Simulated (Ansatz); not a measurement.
Gas-phase reaction R1 → P1 + P2, each structure at its B3LYP-D3(BJ)/def2-TZVP stationary point, reached from a drawn start (curvature not checked).
R1, Cl2OZr (SMILES [O]=[Zr]([Cl])[Cl]) (charge 0, multiplicity 1):
```xyz
4

Zr     0.11532    -0.00155    -0.33161
O      1.79859    -0.00737     0.09803
Cl    -0.94808     2.09080     0.11019
Cl    -0.96593    -2.08188     0.12339
```
P1, ClOZr (SMILES [O]=[Zr][Cl]) (charge 0, multiplicity 2):
```xyz
3

Zr     0.19320     0.00566    -0.78093
O      1.58772    -0.00635     0.25177
Cl    -1.78092     0.00068     0.52916
```
P2: Cl atom, charge 0, multiplicity 2.

```json
[
 {"level": "HF/def2-QZVPP", "reaction energy (eV)": "4.140", "cost": "-"},
 {"level": "PBE/def2-TZVPP", "reaction energy (eV)": "5.045", "cost": "×1"},
 {"level": "revPBE/def2-TZVPP", "reaction energy (eV)": "4.877", "cost": "×1"},
 {"level": "B3LYP/def2-TZVPP", "reaction energy (eV)": "4.884", "cost": "×0.8"},
 {"level": "PBE0/def2-TZVPP", "reaction energy (eV)": "5.029", "cost": "×0.8"},
 {"level": "wB97X-V/def2-TZVPP", "reaction energy (eV)": "5.243", "cost": "×3"},
 {"level": "MP2/def2-SVP", "reaction energy (eV)": "5.148", "cost": "-"},
 {"level": "MP2/def2-TZVPP", "reaction energy (eV)": "5.315", "cost": "-"},
 {"level": "SCS-MP2/def2-SVP", "reaction energy (eV)": "5.079", "cost": "-"},
 {"level": "SCS-MP2/def2-QZVPP", "reaction energy (eV)": "5.346", "cost": "-"},
 {"level": "CCSD/def2-SVP", "reaction energy (eV)": "4.898", "cost": "-"},
 {"level": "CCSD/def2-TZVPP", "reaction energy (eV)": "5.004", "cost": "-"},
 {"level": "CCSD(T)/def2-SVP", "reaction energy (eV)": "4.945", "cost": "×1"},
 {"level": "CCSD(T)/def2-QZVPP", "reaction energy (eV)": "5.199", "cost": "×40*"}
]
```

P less R. No zero-point or thermal terms; singlets are restricted closed shells; open shells are unrestricted; no spin–orbit coupling. The spin states of the d-block species are the ones drawn and need not be the lowest.

Frozen-core correlation throughout.

Programs: Ansatz (a program for electronic structure). All values are computed, each at the level named. Elements past Kr take the def2 small-core potentials, without spin–orbit coupling.

Costs are rough ratios of core time to PBE/def2-TZVPP (about 16 s over the structures, on one shared machine); a dash marks a level with no comparable run of its own. A star marks coupled-cluster runs past 200 virtual orbitals, where the program's memory plan changes under this machine's limit, so their costs aren't comparable with smaller runs.
